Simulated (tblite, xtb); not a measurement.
C3H3 (SMILES [CH]=C=C), doublet, at a GFN2-xTB geometry. Base run: GFN1-xTB (xtb).

xtb was given this input:
```
$ xtb mol.xyz --gfn 1 --uhf 1 --json

# file mol.xyz
6

C     -0.83809205    -0.53136753     0.74537963
C      0.07485540     0.04745986    -0.06657466
C      0.89824084     0.56950310    -0.79887457
H     -0.83974223    -0.32796193     1.80085104
H     -1.57644059    -1.20394750     0.34804593
H      1.60615765     1.01833687    -1.42847936
```

Programs used: tblite, xtb; a row that names a program was run with it.

Each row names what was changed in the base input (with any setting that the change needs).

| change | ΔE vs base (mEh) | dipole (D) | G_solv (kcal/mol) | SCF cycles |
|---|---|---|---|---|
| base | 0.000 | 0.22 | - | 8 |
| etemp = 5000 | -2.499 | 0.14 | - | 8 |
| alpb = toluene | -4.594 | 0.25 | -2.90 | 9 |
| gbsa = acetonitrile | -3.877 | 0.29 | -2.49 | 9 |
| acc = 1000 | 0.000 | 0.22 | - | 6 |
| acc = 0.1 | 0.000 | 0.22 | - | 9 |
| etemp = 10000 | -23.829 | 0.06 | - | 8 |
| program = tblite; method = gfn1; option = (--alpb, water) | -1.191 | - | - | - |
| program = tblite; method = gfn1; option = --spin-polarized | -7.935 | - | - | - |

ALPB and GBSA are two models with their own fitted parameters for each solvent, which aren't always the measured dielectric constant.
